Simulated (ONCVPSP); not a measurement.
What one change does to a pseudopotential (tungsten, ONCV)

- Element: tungsten (W)
- Generator: ONCVPSP 4.0.1
- Type: optimised norm-conserving Vanderbilt (ONCV)
- Functional: PBE
- Relativity: scalar-relativistic
- Frozen core: [Kr] 4d10
- Valence charge: 28
- Reference configuration: 4f14 5s2 5p6 5d4 6s2
- Partial waves: 5s+6s: rc 1.60 bohr, ncon 4, nbas 8, qcut 6.1 1/bohr, 2 projectors; 5p: rc 1.75 bohr, ncon 3, nbas 6, qcut 6.3 1/bohr, 2 projectors, debl 1.2 Ha; 5d: rc 2.40 bohr, ncon 4, nbas 8, qcut 6.3 1/bohr, 2 projectors, debl 0.4 Ha; 4f: rc 0.85 bohr, ncon 4, nbas 8, qcut 20.4 1/bohr, 2 projectors, debl 1.8 Ha
- Local potential: polynomial inside 0.65 bohr (lpopt 4, dvloc0 1 Ha)
- Core correction: polynomial model core, fcfact 0.65

In the p channel the program set the typed energies aside and used -1.588, 0.250 Ha.

Change: f: rc 0.9.

Cutoffs: the cutoffs (Ha) at which the residual kinetic energy of the hardest occupied pseudo-wave falls to 1 and 0.1 mHa per electron; they do not see the model core or the augmentation charge, which bear on the density cutoff. Errors are all-electron minus pseudo energies relative to the spin-unpolarised reference configuration.

Problem. Predict the effect on cutoff, ghosts and configuration errors.

Solution. The potential gets neither clearly harder nor softer (181 Ha and 196 Ha → 172 Ha and 188 Ha); both files keep a bound ghost (s); the errors of the 4 common tests hardly move.

```csv
quantity,base,changed
"cutoff, loose",181 Ha,172 Ha
"cutoff, tight",196 Ha,188 Ha
loose cutoff by channel,"s 17 Ha, p 11 Ha, d 13 Ha, f 181 Ha","s 17 Ha, p 11 Ha, d 13 Ha, f 172 Ha"
bound ghosts,s,s
GHOST(+) flags under 300 eV,p at 18.1 eV,p at 18.1 eV
"error for 4f14 5s2 5p6 5d4 6s1, meV [ΔE 8.88 eV]",-3.9,-3.9
"error for 4f14 5s2 5p6 5d4 6s0, meV [ΔE 24.56 eV]",-13,-13
"error for 4f14 5s2 5p6 5d3 6s0, meV [ΔE 49.95 eV]",-13,-13
"error for 4f14 5s2 5p6 5d4 6s0 6p2, meV [ΔE 9.26 eV]",-4.7,-4.7
s: phases at 1.62 bohr within 0.05 rad from the reference energy up to (Ha; the scan ends near 5),to the end of the scan,to the end of the scan
p: phases at 1.77 bohr within 0.05 rad from the reference energy up to (Ha; the scan ends near 5),0.6,0.6
d: phases at 2.44 bohr within 0.05 rad from the reference energy up to (Ha; the scan ends near 5),to the end of the scan,to the end of the scan
"rms error of d²Exc/dni dnj with the model core, mHa",1.51,1.53
```

 A true bound ghost makes a file unfit for plane-wave use even where its test errors are small: the radial tests pick states by their node count and pass the ghost by.
